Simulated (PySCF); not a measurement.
# What a mistake does to a calculation on BClH4OSi

These are calculations, not measurements. They come from PySCF 2.14.0, an open-source quantum chemistry program, on an isolated molecule that a program drew, which may never have been made. The molecule is BClH4OSi (charge 0, singlet), drawn as the SMILES string `[SiH3]OBCl`.

Each row is a Hartree-Fock (HF) and frozen-core CCSD(T) single point in the cc-pV(D+d)Z basis, meant for a local HF minimum. Run 1 is clean. Each other run has one planted mistake out of seven kinds, and not every kind appears here: one electron removed, one electron added, multiplicity raised by two, geometry at a saddle point, minimal basis STO-3G, one bond length entered in bohr, all coordinates scaled. The reference is restricted for singlets and unrestricted otherwise, and also for a bond in bohr. Adding or removing an electron swaps singlet and doublet. Electrons count all cores. HOMO and LUMO are orbital energies over both spins, the gradient is its largest component, and the lowest frequency (negative if imaginary) is given only where the gradient is small. Bond lengths are over the 7 bonds as drawn. T1 is the CCSD diagnostic: over 0.02 (restricted) or 0.045 (unrestricted) a single reference is doubtful.

Geometry of the clean run:
```xyz
8
BClH4OSi, angstrom
Si    1.4085   -0.1028   -0.9397
O    -0.0585   -0.1240   -0.1336
B    -0.8804    0.7545    0.4375
Cl   -0.4815    2.4979    0.4515
H     1.2904    0.7182   -2.1578
H     2.4528    0.4355   -0.0500
H     1.7011   -1.5024   -1.2887
H    -1.8988    0.4167    0.9538
```

```
run,electrons,basis functions,<S^2>,HOMO (eV),LUMO (eV),gradient (hartree/bohr),lowest frequency (cm^-1),mean bond (Å),longest bond (Å),T1,HF (hartree),CCSD(T) (hartree),mistake
1,48,94,0.000,-12.31,3.28,3.1e-05,91,1.4863,1.788,0.0131,-850.45381,-851.01625,no fault
2,48,94,0.813,-9.58,1.51,8.4e-03,-,1.6736,2.785,0.0461,-850.33725,-850.89147,one bond length entered in bohr
3,48,32,0.000,-10.02,7.78,4.7e-02,-,1.4863,1.788,0.0163,-840.86002,-841.02883,minimal basis STO-3G
4,49,94,0.762,1.43,8.01,9.7e-02,-,1.4863,1.788,0.0179,-850.36508,-850.94321,?
5,48,94,0.000,-12.34,3.58,4.6e-02,-,1.4239,1.713,0.0119,-850.43770,-850.99568,?
```

**Which mistake was planted in run 4, and what did it cost?**

It counts 49 electrons, one more than the clean run, at the same geometry and basis. So the mistake is: one electron added. Subtracting run 1 and multiplying by 627.51 kcal/mol a hartree, the energy moved by 55.7 kcal/mol in HF and 45.8 kcal/mol in CCSD(T).

**Which mistake was planted in run 5, and what did it cost?**

The mean and the longest bond both change by the same factor, 0.958, and the gradient is no longer small. So the mistake is: all coordinates scaled. Subtracting run 1 and multiplying by 627.51 kcal/mol a hartree, the energy moved by 10.1 kcal/mol in HF and 12.9 kcal/mol in CCSD(T).

Cautions from the logs. Run 2: T1 is over the limit, so its CCSD(T) energy is less reliable; run 4: the HOMO is above zero, so the electron isn't bound and the energy depends on the basis.
